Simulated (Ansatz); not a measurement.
A structure relaxed at PBE0-D4/def2-TZVP, charge 0, multiplicity 1:

Cartesian coordinates in Å:
```
C 0.868 -0.849 -0.918
Si -0.062 -0.231 0.554
S -2.075 -0.924 0.680
Cl 0.813 -0.817 2.317
C -0.100 1.688 0.555
O 0.116 2.309 -0.456
H 0.417 -0.453 -1.831
H 0.851 -1.939 -0.955
H 1.904 -0.507 -0.876
H -2.370 -0.502 -0.564
H -0.362 2.225 1.497
```

Q: Give its formula and SMILES.

A: C2H5ClOSSi, `C[Si](S)(Cl)C=O`.

Q: Summarise the bond lengths by kind.

A: 2 × C–Si 1.848 to 1.919 Å; 4 × C–H 1.091 to 1.115 Å; 1 × S–Si 2.133 Å; 1 × Cl–Si 2.053 Å; 1 × H–S 1.346 Å; 1 × C–O 1.206 Å.

Program: Ansatz 0.2.0.
